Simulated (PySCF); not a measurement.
C3H6NO, SMILES C[N]C(C)=O (connectivity only; charge and spin as stated), charge -1, multiplicity 1.

Coordinates come from a B3LYP-D3(BJ)/def2-SVPD optimisation. The spin state was assumed, not searched. The isomer is the one that the SMILES or the coordinates give; other isomers of the formula were not compared.

Method: PBE/def2-SVPD (PySCF).

Isolated molecule, no solvent. A positive occupied level means that this level leaves the electron formally unbound; only the finite basis holds it.

| Item | Result |
|---|---|
| total energy | -247.46449 hartree |
| point group | Cs |
| highest occupied level | 0.57 eV |
| lowest empty level | 3.82 eV |
| orbital gap | 3.25 eV |
| dipole moment about the centre of nuclear charge | 4.68 D |
| mean static polarisability | 69.2 bohr³ (10.25 Å³) |
| polarisability, principal values | 50.4, 70.7, 86.4 bohr³ |
